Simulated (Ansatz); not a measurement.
Ansatz (an electronic-structure program) input:

Ansatz 0.2 input:
```yaml
crystal:
  periodic: [false, false, false]
  atoms:
    - {symbol: Bi, position_ang: [-0.02765227, -0.00809940, 0.22836547]}
    - {symbol: F, position_ang: [1.52880280, -1.03205701, -0.77749007]}
    - {symbol: F, position_ang: [0.15851754, 1.80877515, -0.84265955]}
    - {symbol: O, position_ang: [-1.61134305, -0.78977661, -0.54662339]}
basis:
  gaussian:
    orbitals: def2-SVPD
total_charge: -1
magnetization: {spin_polarized: false}
correlation: {method: ccsd_t, electrons: outside_noble_gas}
output: {forces: true}
```

**Question.** Which total energy does the run end on?

**Answer.** -487.88712 Eh (CCSD(T)/def2-SVPD). The basis has 101 functions. The run takes very roughly 40 core-seconds.

It need not be the lowest isomer of its formula. Whether it binds its extra electron was not tested at this geometry.
